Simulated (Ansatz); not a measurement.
Isolated molecules relaxed with PBE0-D4/def2-TZVP in Ansatz; ΔE leaves out vibrations. CCSD(T)/CBS is the MP2 limit (def2-TZVPP, def2-QZVPP) plus CCSD(T) − MP2 in def2-TZVPP, frozen cores. This one scheme is used for every species. DFT in def2-TZVPP. For Ge outer-core shells are correlated without core-valence functions, which leaves a few kJ/mol of doubt a bond. Scalar relativity is left out up to krypton. Each species was taken in one conformer, which may not be the lowest.

Consider the cleavage of the B–Ge bond: `[BH2][GeH2][F]` + `O[SiH](O)F` → `BO[SiH](O)F` + `[F][GeH3]`.

CCSD(T)/CBS gives -138.7 kJ/mol.

Task: Another level gave -141.5 kJ/mol. Which?
A. SCS-MP2/def2-TZVPP
B. r2SCAN/def2-TZVPP
C. HF/def2-TZVPP
D. PBE0-D4/def2-TZVPP

Result: B. r2SCAN -141.5, PBE0-D4 -137.0, SCS-MP2/def2-TZVPP -147.0, HF/def2-TZVPP -153.3 kJ/mol.

Largest T1 diagnostic among the species: 0.013.

From BLYP to BHLYP (50 % exact exchange), in def2-TZVPP and without D4, ΔE moves by −6.2 kJ/mol. Leaving LDA and LC-ωPBE aside and taking each functional with its dispersion term where it has one, the values, not all of them listed here, spread over 15.8 kJ/mol, from CAM-B3LYP-D4 to revPBE-D4. LDA lies −8.0 kJ/mol from PBE without D4.
